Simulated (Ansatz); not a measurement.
```yaml
crystal:
  periodic: [false, false, false]
  atoms:
    - {symbol: C, position_ang: [-0.873271, 1.316858, 0.006069]}
    - {symbol: Xx, position_ang: [-0.634484, -0.371828, 0.196695]}
    - {symbol: F, position_ang: [-1.475767, -1.140719, -0.666269]}
    - {symbol: Si, position_ang: [1.107944, -0.905906, -0.106560]}
    - {symbol: H, position_ang: [-0.575539, 1.337454, -0.863408]}
    - {symbol: H, position_ang: [-1.701179, 1.115913, 0.026061]}
    - {symbol: H, position_ang: [-0.276507, 1.728608, 0.808447]}
    - {symbol: H, position_ang: [-0.825272, -0.701182, 1.345213]}
    - {symbol: H, position_ang: [2.342604, -0.156915, 0.739463]}
    - {symbol: H, position_ang: [1.156993, -0.411943, -1.503981]}
    - {symbol: H, position_ang: [1.505104, -2.249903, -0.178310]}
basis:
  gaussian: {orbitals: pcseg-2}
hamiltonian: {xc: {name: rPW86-PBE}, dispersion: d3bjatm}
```

```sh
$ ansatz run in.yaml --threads 2 --pin off --events-out ev --progress --plain --max-ram 4352MiB
```

Q: How does Ansatz answer? (Estimate.)

A: Computed: The input was rejected before any iteration.
```
Error: YAML parse error: error: line 5 column 16: `Xx` is not an element symbol (H … Og, case-exact)
 --> <input>:5:16
3 |   atoms:
4 |     - {symbol: C, position_ang: [-0.873271, 1.316858, 0.006069]}
5 |     - {symbol: Xx, position_ang: [-0.634484, -0.371828, 0.196695]}
6 |     - {symbol: F, position_ang: [-1.475767, -1.140719, -0.666269]}
7 |     - {symbol: Si, position_ang: [1.107944, -0.905906, -0.106560]}
```
